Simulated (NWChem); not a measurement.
Species: AlBrF2; SMILES [F][Al]([F])[Br]

Program: NWChem. Structure relaxed at the PBE-D3(BJ)/def2-SVP level. Vertical excitations in the gas phase.

**Question.** Estimate the computed values for Hartree-Fock/def2-SVPD, TDHF. Quantities: lowest excitation, singlet (eV); oscillator strength of that lowest state; lowest state with f > 0.02, singlet (eV); oscillator strength of that bright state; orbital gap (eV).

**Answer.** 
```
Quantity                                  Value
----------------------------------------  -----
lowest excitation, singlet (eV)            7.58
oscillator strength of that lowest state  0.043
lowest state with f > 0.02, singlet (eV)   7.58
oscillator strength of that bright state  0.043
orbital gap (eV)                          12.97
```
